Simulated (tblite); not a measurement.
**Question.** What does the GFN2-xTB structure of InChI=1S/C4H15NSi2/c1-4(2,5-3)7-6/h5H,7H2,1-3,6H3 look like in three dimensions?

**Answer.** 
```xyz
22
C4H15NSi2 angstrom
C     -0.5048    2.1049   -0.0403
N     -1.0218    0.8384   -0.5002
C     -0.6472   -0.3445    0.2756
C     -1.1166   -1.5531   -0.5378
C     -1.4175   -0.3218    1.5971
Si     1.2586   -0.5292    0.6147
Si     2.4839   -0.1192   -1.2980
H     -0.8893    2.8908   -0.6895
H      0.5966    2.1642   -0.0368
H     -0.8597    2.2964    0.9707
H     -0.7570    0.6996   -1.4705
H     -0.5564   -1.6409   -1.4688
H     -0.9850   -2.4716    0.0288
H     -2.1719   -1.4462   -0.7856
H     -2.4820   -0.2008    1.4041
H     -1.2604   -1.2532    2.1354
H     -1.0884    0.4942    2.2348
H      1.6236    0.3460    1.7408
H      1.4397   -1.8947    1.1321
H      1.6459    0.1337   -2.4793
H      3.3414    1.0623   -1.1672
H      3.3578   -1.2359   -1.6611
```

Any rigid rotation of these coordinates is as good. Atoms count from 1 in this order. Si7 (SiH3 silicon) is distorted tetrahedral (angles from 105.5° to 113.2°). The 2 C–N bonds span 1.443 Å (C1–N2, drawn single) to 1.463 Å (N2–C3, drawn single), a spread of 0.020 Å. Of the pairs four or more bonds apart, Si6···H9 is among the closest relative to their van der Waals radii: 2.85 Å, 86 % of the sum of Bondi's values. Si6 (SiH2 silicon) is distorted tetrahedral (angles from 104.6° to 113.4°).

Bonds between heavy atoms (Å): C1–N2 1.443, N2–C3 1.463, C3–C4 1.531, C3–C5 1.530, C3–Si6 1.945, Si6–Si7 2.308.

Computed geometry: GFN2-xTB, gas phase.

Point group: C1 (no symmetry element, even within 0.4 Å). Its GFN2-xTB frequencies are all real (lowest 43 cm⁻¹). One conformer, not necessarily the lowest (C1–N2–C3–C4 -171°, N2–C3–Si6–Si7 -45°). 3 starts were optimised and ended at 0.00, 0.44 and 1.58 kcal/mol (GFN2-xTB); the lowest of these is shown.
